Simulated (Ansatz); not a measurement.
Born–Oppenheimer molecular dynamics of CH4LiNSi (8 atoms, charge 0, multiplicity 1). It starts from a relaxed structure.

These are results of RKS PBE0-D4/6-31G* (Ansatz), not measurements.

```json
{"ensemble": "NVE (velocity Verlet)", "time step": "0.25 fs", "steps asked": "300", "starting velocities drawn for": "500 K", "masses": "H 2.014 u", "seed": "7811"}
```

Frames 0.25 fs apart, positions in Å.

Velocities at 17.5 fs (Å/ps):

```
Li 6.65 3.02 2.87
N -3.46 -3.38 -0.37
C -2.94 -1.67 -0.89
Si 0.30 1.19 -0.22
H 16.80 -8.45 2.32
H -7.58 2.23 -1.08
H 2.56 13.02 1.85
H 2.71 -0.40 -2.05
```

```xyz
8
Properties=species:S:1:pos:R:3 time_fs=17.5 energy_less_start_eV=0.275 T=146
Li -1.186 2.330 0.292
N -0.262 1.135 -0.689
C -0.301 0.211 0.186
Si 1.037 -1.190 0.539
H 0.419 0.970 -1.391
H -1.124 0.353 0.946
H 1.007 -1.410 -1.015
H 0.066 -2.329 0.797
8
Properties=species:S:1:pos:R:3 time_fs=17.8 energy_less_start_eV=0.271 T=151
Li -1.185 2.331 0.293
N -0.263 1.134 -0.689
C -0.302 0.211 0.186
Si 1.037 -1.190 0.539
H 0.424 0.968 -1.391
H -1.125 0.354 0.946
H 1.008 -1.407 -1.014
H 0.067 -2.329 0.797
8
Properties=species:S:1:pos:R:3 time_fs=18.0 energy_less_start_eV=0.267 T=156
Li -1.183 2.332 0.293
N -0.264 1.133 -0.689
C -0.302 0.210 0.186
Si 1.037 -1.190 0.539
H 0.428 0.966 -1.391
H -1.127 0.355 0.945
H 1.008 -1.403 -1.014
H 0.068 -2.329 0.796
8
Properties=species:S:1:pos:R:3 time_fs=18.2 energy_less_start_eV=0.262 T=162
Li -1.181 2.333 0.294
N -0.265 1.132 -0.690
C -0.303 0.210 0.186
Si 1.037 -1.189 0.539
H 0.433 0.964 -1.391
H -1.129 0.355 0.945
H 1.009 -1.400 -1.013
H 0.068 -2.330 0.796
8
Properties=species:S:1:pos:R:3 time_fs=18.5 energy_less_start_eV=0.258 T=168
Li -1.180 2.333 0.295
N -0.266 1.132 -0.690
C -0.304 0.209 0.186
Si 1.037 -1.189 0.539
H 0.438 0.961 -1.391
H -1.131 0.356 0.945
H 1.010 -1.397 -1.012
H 0.069 -2.330 0.796
8
Properties=species:S:1:pos:R:3 time_fs=18.8 energy_less_start_eV=0.253 T=174
Li -1.178 2.334 0.295
N -0.266 1.131 -0.690
C -0.304 0.208 0.186
Si 1.037 -1.188 0.538
H 0.443 0.959 -1.391
H -1.132 0.356 0.945
H 1.012 -1.394 -1.011
H 0.069 -2.330 0.795
8
Properties=species:S:1:pos:R:3 time_fs=19.0 energy_less_start_eV=0.249 T=179
Li -1.176 2.335 0.296
N -0.267 1.131 -0.691
C -0.305 0.207 0.187
Si 1.037 -1.188 0.538
H 0.448 0.957 -1.391
H -1.134 0.357 0.945
H 1.013 -1.391 -1.010
H 0.070 -2.330 0.795
8
Properties=species:S:1:pos:R:3 time_fs=19.2 energy_less_start_eV=0.245 T=184
Li -1.175 2.336 0.297
N -0.268 1.130 -0.691
C -0.305 0.206 0.187
Si 1.037 -1.188 0.538
H 0.454 0.955 -1.392
H -1.135 0.358 0.945
H 1.015 -1.387 -1.008
H 0.070 -2.330 0.795
8
Properties=species:S:1:pos:R:3 time_fs=19.5 energy_less_start_eV=0.241 T=189
Li -1.173 2.336 0.298
N -0.269 1.130 -0.692
C -0.306 0.205 0.188
Si 1.037 -1.187 0.538
H 0.459 0.952 -1.392
H -1.137 0.358 0.945
H 1.016 -1.384 -1.007
H 0.071 -2.330 0.795
8
Properties=species:S:1:pos:R:3 time_fs=19.8 energy_less_start_eV=0.238 T=193
Li -1.172 2.337 0.298
N -0.270 1.130 -0.692
C -0.307 0.203 0.188
Si 1.037 -1.187 0.538
H 0.464 0.950 -1.392
H -1.138 0.359 0.945
H 1.018 -1.381 -1.005
H 0.071 -2.330 0.795
8
Properties=species:S:1:pos:R:3 time_fs=20.0 energy_less_start_eV=0.235 T=197
Li -1.170 2.338 0.299
N -0.271 1.130 -0.693
C -0.307 0.202 0.189
Si 1.036 -1.187 0.537
H 0.469 0.948 -1.392
H -1.139 0.359 0.944
H 1.020 -1.378 -1.004
H 0.071 -2.330 0.795
8
Properties=species:S:1:pos:R:3 time_fs=20.2 energy_less_start_eV=0.233 T=200
Li -1.169 2.339 0.300
N -0.272 1.129 -0.693
C -0.308 0.201 0.190
Si 1.036 -1.186 0.537
H 0.474 0.946 -1.392
H -1.141 0.360 0.944
H 1.022 -1.375 -1.002
H 0.072 -2.330 0.796
```

Of the whole run (75 fs, mean temperature of the second half 248 K): The conserved energy stayed within 0.026 meV per atom of its start (net change 0.023 meV per atom), so the integration is sound. The temperature averaged 0.50 of the 500 K drawn at the start: a run that starts near a minimum puts about half its kinetic energy into the potential. A run of 0.075 ps of so small a system gives no equilibrium averages.

Time of the run: 26 min on 1 thread of Intel(R) Xeon(R) Processor @ 2.50GHz (Skylake/Cascade Lake) (shared host), peak memory 0.13 GiB.
